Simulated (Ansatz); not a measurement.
AlHBrClF$_{2}$, singlet: at the end structure of a reaction step.

The input file, in.yaml:

```yaml
crystal:
  periodic: [false, false, false]
  atoms:
    - {symbol: Al, position_ang: [-0.750519, 0.079528, -0.355537]}
    - {symbol: Br, position_ang: [1.593473, -1.021670, 0.239382]}
    - {symbol: F, position_ang: [-0.523711, 0.186632, -1.977604]}
    - {symbol: F, position_ang: [-1.699506, -1.135014, 0.208668]}
    - {symbol: H, position_ang: [1.930266, 0.077614, 1.085075]}
    - {symbol: Cl, position_ang: [-0.550103, 1.812911, 0.800116]}
basis:
  gaussian: {orbitals: def2-TZVPP}
hamiltonian: {xc: {name: B3LYP}, dispersion: d4}
```

Run by:

```bash
ansatz run in.yaml --threads 4 --pin off --events-out ev --progress --plain --max-ram 9574MiB
```

Output of Ansatz 0.2.0:

```
Functional definition: B3LYP
  name "B3LYP"
  cite "Stephens, Devlin, Chabalowski & Frisch, J. Phys. Chem. 98, 11623 (1994) doi:10.1021/j100096a001"
  cite "Becke, Phys. Rev. A 38, 3098 (1988) doi:10.1103/PhysRevA.38.3098"
  cite "Lee, Yang & Parr, Phys. Rev. B 37, 785 (1988) doi:10.1103/PhysRevB.37.785"
  cite "Vosko, Wilk & Nusair, Can. J. Phys. 58, 1200 (1980) doi:10.1139/p80-159"
  parameter a0 = 0.2
  parameter ax = 0.72
  parameter ac = 0.81
  exchange = (1 - a0 - ax)*slater_x + ax*b88_x + a0*exact_x
  correlation = (1 - ac)*vwn_rpa_c + ac*lyp_c
1390 factors; their error is unknown
mean field evaluation 1: about -94622.1503 eV, gradient 5.8e1 eV
mean field evaluation 2: about -94611.3198 eV, gradient 1.1e2 eV
mean field evaluation 4: about -94627.0002 eV, gradient 2.3e0 eV
mean field evaluation 8: about -94627.0097 eV, gradient 2.1e-2 eV
mean field evaluation 16: about -94627.3992 eV, gradient 6.4e-5 eV
mean field -94627.39920169 eV, -3477.4927799074 hartree, gradient 6.4e-5 eV, S^2 0.000000; 0 other end points of the search recorded, 0 dependent functions left out
reference -94627.39946094 eV, -3477.4927894346 hartree; 42, 42 occupied and 166, 166 virtual orbitals, 1390 factors
Total energy: -94627.66743804 eV, -3477.5026374113 hartree
```

The lines “mean field evaluation” count trial sets of orbitals through the whole run, from several starts and some on an approximate energy, so they need not fall steadily or lie above the final value.

The run took about 2.5 s on 4 CPU threads of an Arm Neoverse V2 (shared host).
